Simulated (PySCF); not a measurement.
**UHF on N²⁺ (nitrogen, charge +2)**

Configuration: [He] 2s2 2p1, 2P determinant. Computed with PySCF 2.14 in Sapporo-DZP-2012 (4s3p1d, 18 functions), with the spin-free X2C one-electron Hamiltonian (Gaussian nucleus).

| Property | Result |
| --- | --- |
| Total energy | -52.833470 hartree |
| One-electron energy | -65.4949 hartree |
| Hartree (Coulomb) energy | 18.3796 hartree |
| Exchange energy | -5.7182 hartree |
| ⟨S²⟩ | 0.7546 |
| ⟨L²⟩ | 2.012 |
| Sum of ⟨r⟩ | 3.947 bohr |
| Sum of ⟨r²⟩ | 5.039 bohr² |
| Traceless quadrupole moment −½Σ⟨3z² − r²⟩ along its main axis | -0.636 e·bohr² |
| Langevin diamagnetic susceptibility | -3.99 ×10⁻⁶ cm³/mol |
| Time after the integrals | 0.05 s of wall time on 1 thread of Neoverse-V1 (shared host) |

```
shell  electrons  mean orbital energy (eV)  rms radius, mean of both spins (bohr)
 1s α          1                   -466.73                                  0.264
 1s β          1                   -465.55                                  0.264
 2s α          1                   -58.811                                   1.29
 2s β          1                   -54.180                                   1.29
 2p α          1                   -47.876                                   1.25
```
